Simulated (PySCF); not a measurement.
## A search over the determinants of IrH

Unrestricted PBE0; basis H def2-TZVPP, Ir def2-TZVPP with ECP60; scalar-relativistic core potentials; PySCF 2.14. Outer shells of the fragments: H 1s1; Ir 5d7 6s2.

Followed along the bond (rough minima from three points):

```json
{"2Ms+1": "3", "unpaired": "σ ↑, δ ↑", "⟨S²⟩ at the start": "2.00", "R at minimum (Å)": "1.55", "Te (eV)": "0.00"}
{"2Ms+1": "3", "unpaired": "π ↑, δ ↑", "⟨S²⟩ at the start": "2.01", "R at minimum (Å)": "1.57", "Te (eV)": "0.27"}
{"2Ms+1": "3", "unpaired": "δ ↑↑", "⟨S²⟩ at the start": "2.01", "R at minimum (Å)": "1.53", "Te (eV)": "0.32"}
{"2Ms+1": "1", "unpaired": "δ ↑↓", "⟨S²⟩ at the start": "1.00", "R at minimum (Å)": "1.53", "Te (eV)": "0.60"}
{"2Ms+1": "1", "unpaired": "π ↓, δ ↑", "⟨S²⟩ at the start": "1.00", "R at minimum (Å)": "1.56", "Te (eV)": "0.61"}
{"2Ms+1": "1", "unpaired": "σ ↓, δ ↑", "⟨S²⟩ at the start": "1.00", "R at minimum (Å)": "1.54", "Te (eV)": "0.72"}
```

Solutions found at the starting distance of 1.505 Å, counted from the lowest of them; the search is not exhaustive and high or unbound solutions are not listed, so other states can lie among these:

```json
{"2Ms+1": "3", "unpaired": "σ ↑, δ ↑", "term": "³Δ", "E (eV)": "0.00", "⟨S²⟩": "2.00", "⟨Lz²⟩": "4.01", "μ (D)": "1.40"}
{"2Ms+1": "3", "unpaired": "π ↑, δ ↑", "term": "mixed", "E (eV)": "0.29", "⟨S²⟩": "2.01", "⟨Lz²⟩": "4.53", "μ (D)": "1.44"}
{"2Ms+1": "3", "unpaired": "δ ↑↑", "term": "³Σ⁻", "E (eV)": "0.31", "⟨S²⟩": "2.01", "⟨Lz²⟩": "0.00", "μ (D)": "1.23"}
{"2Ms+1": "1", "unpaired": "δ ↑↓", "term": "mixed", "E (eV)": "0.58", "⟨S²⟩": "1.00", "⟨Lz²⟩": "8.01", "μ (D)": "1.26"}
{"2Ms+1": "1", "unpaired": "π ↓, δ ↑", "term": "mixed", "E (eV)": "0.63", "⟨S²⟩": "1.00", "⟨Lz²⟩": "3.81", "μ (D)": "1.40"}
{"2Ms+1": "1", "unpaired": "σ ↓, δ ↑", "term": "mixed", "E (eV)": "0.72", "⟨S²⟩": "1.00", "⟨Lz²⟩": "4.01", "μ (D)": "1.32"}
{"2Ms+1": "1", "unpaired": "π ↓, δ ↑", "term": "mixed", "E (eV)": "0.87", "⟨S²⟩": "1.01", "⟨Lz²⟩": "5.01", "μ (D)": "1.38"}
{"2Ms+1": "3", "unpaired": "σ ↑, π ↑", "term": "mixed", "E (eV)": "0.99", "⟨S²⟩": "2.01", "⟨Lz²⟩": "1.60", "μ (D)": "1.30"}
{"2Ms+1": "1", "unpaired": "σ ↑, π ↓", "term": "mixed", "E (eV)": "1.38", "⟨S²⟩": "1.01", "⟨Lz²⟩": "2.45", "μ (D)": "1.34"}
{"2Ms+1": "1", "unpaired": "none", "term": "¹Σ⁺", "E (eV)": "1.45", "⟨S²⟩": "0.00", "⟨Lz²⟩": "0.00", "μ (D)": "1.53"}
```

A term symbol is given only where ⟨S²⟩ and ⟨Lz²⟩ are close to those of a pure state; real π, δ and φ orbitals otherwise mix terms. A positive dipole means H(−)Ir(+).

Spin–orbit coupling is left out. The state is the lowest single determinant that the PBE0 search found; with open d or f shells the true ground state can be another one.
